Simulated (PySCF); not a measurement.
# A search over the determinants of GeI

Unrestricted PBE0; PySCF, scalar-relativistic core potentials, basis sets Ge cc-pVDZ-PP with ECP10, I cc-pVDZ-PP with ECP28. Outer shells of the fragments: Ge 3d10 4s2 4p2; I 4d10 5s2 5p5.

Followed along the bond (rough minima from three points):

```json
{"2Ms+1": "2", "unpaired": "π ↑", "⟨S²⟩ at the start": "0.75", "R at minimum (Å)": "2.55", "Te (eV)": "0.00"}
{"2Ms+1": "4", "unpaired": "σ ↑, π ↑↑", "⟨S²⟩ at the start": "3.75", "R at minimum (Å)": "none in the scan", "Te (eV)": "≤ 2.89"}
```

Solutions found at the starting distance of 2.470 Å, counted from the lowest of them; the search is not exhaustive and high or unbound solutions are not listed, so other states can lie among these:

| 2Ms+1 | unpaired | term | E (eV) | ⟨S²⟩ | ⟨Lz²⟩ | μ (D) |
| --- | --- | --- | --- | --- | --- | --- |
| 2 | π ↑ | ²Π | 0.00 | 0.75 | 1.01 | -1.10 |
| 2 | σ ↑ | ²Σ⁺ | 2.79 | 0.75 | 0.00 | -1.06 |
| 4 | σ ↑, π ↑↑ | ⁴Σ⁻ | 2.93 | 3.75 | 0.00 | 0.52 |
| 4 | π ↑↑↑ | ⁴Π | 3.59 | 3.76 | 1.00 | 3.70 |
| 2 | σ ↓, π ↑↑ | mixed | 3.59 | 1.77 | 0.00 | 1.17 |
| 2 | π ↑↑↓ | mixed | 3.91 | 1.76 | 3.02 | 3.71 |
| 4 | σ ↑↑, π ↑ | ⁴Π | 5.35 | 3.75 | 1.01 | 0.45 |

A term symbol is given only where ⟨S²⟩ and ⟨Lz²⟩ are close to those of a pure state; real π, δ and φ orbitals otherwise mix terms. A positive dipole means Ge(−)I(+).

Spin–orbit coupling is left out. Counting both spins, an empty level lies below a filled one in some of these solutions, because spin and occupation are held.
